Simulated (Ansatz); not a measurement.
Reaction (redistribution): `[BH2][AlH][CH3]` + `CC[N]([GeH3])[SiH2]Cl` → `BN(CC)[SiH2]Cl` + `[CH3][AlH][GeH3]`

Program: Ansatz. Geometries: PBE0-D4/def2-TZVP. ΔE: electronic, gas phase. CCSD(T)/CBS is the MP2 limit (def2-TZVPP, def2-QZVPP) plus CCSD(T) − MP2 in def2-TZVPP, frozen cores. For Ge outer-core shells are correlated without core-valence functions, which leaves a few kJ/mol of doubt a bond. Scalar relativity is left out up to krypton. One conformer a species, not always the lowest.

```json
{"species": "`[BH2][AlH][CH3]`", "CCSD(T)/CBS(def2) energy (Eh)": "-308.41798"}
{"species": "`CC[N]([GeH3])[SiH2]Cl`", "CCSD(T)/CBS(def2) energy (Eh)": "-2961.87329"}
{"species": "`BN(CC)[SiH2]Cl`", "CCSD(T)/CBS(def2) energy (Eh)": "-909.98109"}
{"species": "`[CH3][AlH][GeH3]`", "CCSD(T)/CBS(def2) energy (Eh)": "-2360.38260"}
```

Task: Work out ΔE.

Result: ΔE = (-909.98109) + (-2360.38260) − (-308.41798) − (-2961.87329) = -0.07242 Eh = -190.1 kJ/mol.

Largest T1 diagnostic among the species: 0.011.

The D4 term adds +6.2 kJ/mol with B3LYP and +3.5 kJ/mol with PBE0; it sums over pairs of atoms, weighted by their polarisabilities, and B3LYP, whose exchange is more repulsive, gets the larger term. In def2-TZVPP, CCSD(T) changes the Hartree–Fock value by −6.5 kJ/mol (the triples alone add −1.4 kJ/mol) and MP2 by −8.3 kJ/mol.

B3LYP here is the variant with VWN-RPA as its local correlation; programs differ in this.
